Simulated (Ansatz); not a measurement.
**Question.** Predict a relaxed structure of [Cu(OH)2]- (CuO2H2⁻), charge -1, singlet, at r2SCAN-D4/def2-TZVPD (Ansatz).

**Answer.** 
```xyz
5

Cu   -0.064   -0.157    0.123
O    -0.463    0.984    1.485
H    -0.918    1.738    1.090
O     0.294   -1.398   -1.160
H     1.151   -1.167   -1.538
```
Point group C2 (tolerance 0.1 Å). The metal has 2 neighbours: O 1.82 Å, O 1.82 Å. This is one stationary point.

The restricted singlet is unstable towards broken spin symmetry in Hartree–Fock (as tested in another run); at r2SCAN-D4/def2-TZVPD this wasn't settled. The highest occupied level of the charge -1 singlet lies above zero (up to 0.58 eV). By energy differences its removal costs 2.75 eV (vertical, to the charge 0 doublet, at r2SCAN-D4/def2-TZVPD), and other spins of that charge weren't run; a positive level beside a positive removal energy at the same level points to self-interaction error. The relaxation made no stability test and no search for a lower SCF solution.
